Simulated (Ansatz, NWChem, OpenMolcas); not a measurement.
**A small benchmark: dipole moment**

6 molecules without hydrogen; the dipole moment in D, computed less measured. Shapes, held fixed at every level: PBE0-D4/def2-TZVP; SiS at the measured bond length. No vibrational averaging. Dipoles are compared by magnitude; molecules under 1 D, whose direction can flip, are left out. Programs: Ansatz 0.2.0, NWChem 7.3.0, OpenMolcas 26.06. A level may come from different programs for different species; with the same settings they agree closely. Measured values: NIST CCCBDB.

Levels: A = HF/STO-3G; B = PBE0/def2-SVP; C = B3LYP/6-31G* (Cartesian functions).

```csv
molecule,measured,A,B,C
NS (Mononitrogen monosulfide),1.81,-0.53,+0.01,-0.08
SiS (SMILES [Si-]#[S+]),1.73,+0.30,-0.21,+0.02
SF2 (sulfur difluoride),1.05,-0.35,+0.27,+0.09
AsF3 (SMILES F[As](F)F),2.59,-1.32,-0.13,-0.32
PF3 (phosphorus trifluoride),1.03,+0.23,+0.07,-0.05
SO2F2 (SMILES O=S(=O)(F)F),1.12,+0.32,-0.08,+0.06
```

Task: Sum up the errors.

Result: 
```
                             level           kind  mean error  mean absolute error  worst case
                         HF/STO-3G   Hartree–Fock      -0.225                0.508        AsF3
                     PBE0/def2-SVP  global hybrid      -0.012                0.128         SF2
B3LYP/6-31G* (Cartesian functions)  global hybrid      -0.047                0.103        AsF3
```

On this set B3LYP/6-31G* (Cartesian functions) has the smallest mean absolute error and HF/STO-3G the largest. No level errs clearly to one side. The levels differ in basis as well as in method. Spin contamination: NS (⟨S²⟩ up to 1.25). Open shells run unrestricted. Relativity is left out for As. The set is small.
